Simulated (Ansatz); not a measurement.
The cluster Ge₄H₅. Total charge 0; doublet. Geometry r2SCAN-D4/def2-SVP; atoms count from 1.

Cartesian coordinates in Å:
```
Ge 1.172 1.011 -1.591
Ge -0.133 1.546 0.415
Ge -0.637 -0.697 1.295
Ge 0.629 -1.240 -0.728
H -2.056 -1.287 1.226
H 0.606 1.165 -3.033
H -0.717 -1.178 -1.568
H 1.193 1.575 1.280
H -0.057 -0.895 2.705
```

Another isomer (doublet) lies 0.41 eV lower at PBE0-D4/def2-TZVP; other spin states weren't run for this one.

Question: Estimate the Mulliken populations from the PBE0/def2-TZVP orbitals of Ansatz.

Answer: 
| atom | charge (e) | spin (α − β) |
| --- | --- | --- |
| Ge1 | 0.01 | 0.81 |
| Ge2 | -0.07 | -0.01 |
| Ge3 | -0.01 | 0.02 |
| Ge4 | -0.09 | 0.06 |
| H5 | 0.03 | 0.02 |
| H6 | 0.03 | 0.06 |
| H7 | 0.03 | 0.02 |
| H8 | 0.03 | 0.01 |
| H9 | 0.03 | 0.00 |
Mulliken values depend strongly on the basis.

Question: Where does the spin sit?

Answer: Summed by element: Ge 0.89, H 0.11, of 1 unpaired in all. Largest on single atoms: Ge1 0.81, Ge4 0.06, H6 0.06.

Question: And the Mayer bond orders between heavy atoms (over 0.3)?

Answer: Ge1–Ge2 0.87 (2.45 Å); Ge1–Ge4 0.86 (2.47 Å); Ge2–Ge3 0.83 (2.46 Å); Ge2–Ge4 0.43 (3.11 Å); Ge3–Ge4 0.86 (2.45 Å).
